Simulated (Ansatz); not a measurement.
Isolated molecules relaxed with PBE0-D4/def2-TZVP in Ansatz; ΔE leaves out vibrations. CBS: MP2 limit from def2 TZ/QZ plus the TZ coupled-cluster correction, frozen cores. Functionals use def2-TZVPP. Open shells (•) are unrestricted, without spin–orbit coupling. Spin–orbit coupling would lower the free atoms: clearly for Br. def2 core potentials past Kr. For Br, In outer-core shells are correlated without core-valence functions, so the limit isn't a true one: a few kJ/mol of doubt a bond, and 10 to 20 or more in all where bonds break to atoms. Scalar relativity is left out up to krypton. One conformer a species, not always the lowest.

`[OH][InH][Br]` → Br• + `[OH][InH]`•  (homolysis of the Br–In bond)

```json
{"species": "`[OH][InH][Br]`", "CAM-B3LYP-D4 energy (Eh)": "-2840.89937"}
{"species": "Br•", "CAM-B3LYP-D4 energy (Eh)": "-2574.23890"}
{"species": "`[OH][InH]`•", "CAM-B3LYP-D4 energy (Eh)": "-266.53033"}
```

Q: Work out ΔE.

A: ΔE = (-2574.23890) + (-266.53033) − (-2840.89937) = 0.13014 Eh = +81.7 kcal/mol. CCSD(T)/CBS gives +89.3 kcal/mol.

Largest T1 diagnostic among the species: 0.021.

In def2-TZVPP, CCSD(T) changes the Hartree–Fock value by +20.6 kcal/mol (the triples alone add +2.0 kcal/mol) and MP2 by +25.0 kcal/mol; breaking electron pairs costs correlation energy, which Hartree–Fock lacks. Leaving LDA and LC-ωPBE aside and taking each functional with its dispersion term where it has one, the values, not all of them listed here, spread over 9.3 kcal/mol, from BLYP-D4 to PBE-QIDH. LDA lies +13.2 kcal/mol from PBE without D4, its usual overbinding.
